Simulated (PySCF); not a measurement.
Ionisation energy of Rh by level of theory

Rh [Kr] 4d8 5s1 (4F) → Rh+ [Kr] 4d8 (3F), as a difference of total energies. Computed with PySCF 2.14 in aug-cc-pwCVDZ-PP with ECP28MDF, with a scalar-relativistic core potential. Correlated levels: valence: 4s2 4p6 frozen. The calculations carry no spin-orbit coupling.

**Question.** Order these methods by the ionisation energy they give, lowest first.
A. MP2 (valence)
B. SCS-MP2 (valence)
C. CCSD (valence)
D. UHF

**Answer.** D (6.314 eV), B (7.035 eV), C (7.180 eV), A (7.253 eV).

Errors of the correlated levels include the incompleteness of this basis and the frozen core.

For comparison: 7.479 eV (measured; NIST levels, between the centres of gravity of the two terms).
